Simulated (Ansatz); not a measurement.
`N#C[Si](F)(F)F` + HCl → `N#C[Si](F)(F)Cl` + H–F at 298.15 K and 1 bar (ligand exchange at the Si–F bond).

Computed with Ansatz on PBE0-D4/def2-TZVP structures; ΔE is electronic, products minus reactants. CCSD(T)/CBS is the MP2 limit (def2-TZVPP, def2-QZVPP) plus CCSD(T) − MP2 in def2-TZVPP, frozen cores. This one scheme is used for every species.

| species | CCSD(T)/CBS energy (Eh) | H − E (kJ/mol) | S (J/(mol·K)) |
| --- | --- | --- | --- |
| `N#C[Si](F)(F)F` | -681.41275 | 66.6 | 323.3 |
| HCl | -460.38127 | 26.6 | 186.8 |
| `N#C[Si](F)(F)Cl` | -1041.37860 | 64.0 | 344.4 |
| H–F | -100.39570 | 33.5 | 173.6 |

H − E and S are ideal-gas, rigid-rotor, harmonic terms from PBE0-D4/def2-TZVP. 1 Eh = 2625.50 kJ/mol, R = 8.31446 J/(mol·K).

**Question.** By hand: ΔE, ΔH, ΔS and ΔG.

**Answer.** ΔE = (-1041.37860) + (-100.39570) − (-681.41275) − (-460.38127) = 0.01972 Eh = 51.8 kJ/mol. Δ(H − E) = 64.0 + 33.5 − 66.6 − 26.6 = 4.3, so ΔH = 56.1 kJ/mol. ΔS = 344.4 + 173.6 − 323.3 − 186.8 = 7.9 J/(mol·K). ΔG = 56.1 − 298.15 × (7.9)/1000 = 53.7 kJ/mol.

**Question.** By hand: the equilibrium constant, and the temperature at which ΔG would vanish if ΔH and ΔS stayed fixed.

**Answer.** log₁₀ K = −ΔG/(RT ln 10) = -9.4. ΔG = 0 at ΔH/ΔS = 7101 K, far beyond where these terms or the molecules hold.

The number of gas molecules stays the same, so ΔS is small and ΔH decides. A doubt of 5 kJ/mol in ΔE shifts log₁₀ K by 0.9 here. These are equilibria of isolated gas molecules and say nothing of rates. Largest T1 diagnostic: 0.013 (customary marks: 0.02 for closed shells, 0.045 for open ones).
